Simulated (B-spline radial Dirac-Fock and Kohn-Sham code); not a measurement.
Model: the Dirac equation of a negative muon with reduced mass in the field of a spherical finite nucleus, with the Uehling potential to all orders; nuclear polarisation, deformation, hyperfine structure, self-energy, higher-order vacuum polarisation, relativistic recoil and electron screening are left out. Program: a radial finite-basis atomic code. The nuclear charge is a Fermi distribution (skin thickness 2.3 fm).

Question: A muonic atom of atomic mass 185.97 u emits these computed lines: 2p3/2 → 1s1/2 5882 keV, 3d5/2 → 2p3/2 2398 keV, 4f7/2 → 3d5/2 892.5 keV, 5g9/2 → 4f7/2 410.4 keV. Which element is it, and what rms charge radius was used?

Answer: Mercury (Z = 80, nuclide ¹⁸⁶Hg); the high transitions hardly feel the nucleus and fix Z. The 2p → 1s line lies 9381 keV below the value for a point nucleus without QED, which for this nuclear model gives a radius near 5.40 fm (5.4017 fm was used).
